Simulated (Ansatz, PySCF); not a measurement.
Gas-phase reaction in SMILES: Cl[SiH](Cl)Cl + 2 [SiH4] (SiH4) → 3 [SiH3]Cl [chlorosilane]
Structures are relaxed separately at B3LYP-D3(BJ)/def2-TZVP in Ansatz (a quantum-chemistry and plane-wave program).

Wanted: bond separation energy (enthalpy at 298 K, with B3LYP-D3(BJ) rigid-rotor harmonic-oscillator terms from PySCF), in kJ/mol. Correlated levels leave the core frozen unless marked. Spin-orbit coupling is left out. No relativistic terms. CBS marks a two-point X^-3 extrapolation of the correlation energy; Hartree-Fock from the larger set.

```
level                                               program  bond separation energy (kJ/mol)  minus last row
-------------------------------------------  --------------  -------------------------------  --------------
HF/6-31G*                                            Ansatz                             -7.5           -21.2
SVWN5/def2-TZVPD                                     Ansatz                             25.2            11.5
PBE-D4/def2-TZVPD                            Ansatz + dftd4                             20.4             6.7
r2SCAN-D3(BJ)/def2-TZVPD                     Ansatz + dftd3                             18.1             4.4
LC-wPBE-D3(BJ)/def2-TZVPD                    Ansatz + dftd3                             15.0             1.3
B2PLYP/def2-TZVPD                                    Ansatz                             11.5            -2.2
MP2/aug-cc-pV(D+d)Z                                  Ansatz                             12.3            -1.4
MP2/cc-pV(D+d)Z                                      Ansatz                             17.8             4.1
MP2/cc-pVTZ                                          Ansatz                             15.9             2.2
RI-MP2/aug-cc-pV(T+d)Z                               Ansatz                             15.8             2.1
RI-MP2/CBS(aug-cc-pV(T+d)Z,aug-cc-pV(Q+d)Z)          Ansatz                             15.6             1.9
SCS-MP2/cc-pwCVTZ                                    Ansatz                             12.0            -1.7
CCSD/cc-pwCVTZ                                       Ansatz                             11.6            -2.1
CCSD(T)/cc-pVTZ                                      Ansatz                             14.4             0.7
CCSD(T)/CBS(cc-pV(T+d)Z,cc-pV(Q+d)Z)                 Ansatz                             13.7             0.0
```
